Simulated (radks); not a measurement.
Results of a calculation; reference values are marked as such.
Ti0.25-, configuration [Ar] 3d2.75 4s1.5 (fractional occupations, a model configuration).

Level of theory: scalar-relativistic Kohn-Sham, PBEsol, spin-unpolarised, spherical densities, finite nucleus; Fermi nuclear charge, rms radius 3.5921 fm (a radial shooting solver on a logarithmic mesh with Libxc functionals).

Energy parts (eV):
part                      energy
total                 -23200.488
kinetic                23392.167
electron-nucleus      -55267.741
Hartree                 9792.438
exchange-correlation   -1117.352

Orbitals (lengths in bohr, moments of r in powers of bohr):
\begin{tabular}{lrrrrrr}
orbital & occ. & eigenvalue (eV) & <r> & <1/r> & <r^4> & <r^2> \\ \hline
1s & 2 & -4858.931 & 0.06964 & 21.79 & 0.0001095 & 0.006523 \\
2s & 2 & -531.8664 & 0.3252 & 4.543 & 0.02759 & 0.1251 \\
2p & 6 & -439.5980 & 0.2901 & 4.448 & 0.02223 & 0.1038 \\
3s & 2 & -58.4322 & 1.012 & 1.390 & 2.294 & 1.184 \\
3p & 6 & -34.8695 & 1.096 & 1.254 & 3.604 & 1.420 \\
3d & 2.75 & -1.0073 & 1.914 & 0.7854 & 116.1 & 5.421 \\
4s & 1.5 & -2.6588 & 3.795 & 0.3420 & 494.2 & 16.79 \\
\end{tabular}

The highest occupied level is 3d at -1.007 eV. The density falls to 0.001 e/bohr^3 at r = 4.92 bohr. The electron density at the nucleus is 8520 e/bohr^3 (large components only). Summed over all electrons, <r^2> = 51.87 bohr^2, which gives a Langevin (diamagnetic) susceptibility term of -41.1 x 10^-6 cm^3/mol.
